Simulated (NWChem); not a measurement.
System: CH₄SZn; SMILES [CH3][Zn][SH]

NWChem input:

```
start job
memory heap 200 mb stack 900 mb global 1100 mb
geometry units angstroms noautoz
  Zn     0.127608    -0.330647    -0.000259
  C      0.164944    -2.268758    -0.000680
  H     -0.328095    -2.675817    -0.897391
  H     -0.347890    -2.676541     0.884530
  H      1.202533    -2.638617     0.010746
  S      0.112812     1.859182     0.000205
  H     -1.239053     1.910214     0.000405
end
basis spherical
  * library def2-svpd
end
dft
  xc b3lyp
  iterations 150
end
tddft
  cis
  nroots 6
  notriplet
end
task tddft energy
```

All runs use the structure optimised with PBE0/def2-SVP.

Vertical excitations in the gas phase.

### Question
Predict the main results of this run. (B3LYP/def2-SVPD, TDA.) Quantities: lowest excitation, singlet (eV); lowest state with f > 0.02, singlet (eV); orbital gap (eV).

### Answer
```yaml
lowest excitation, singlet (eV): 5.18
lowest state with f > 0.02, singlet (eV): 5.18
orbital gap (eV): 6.16
```
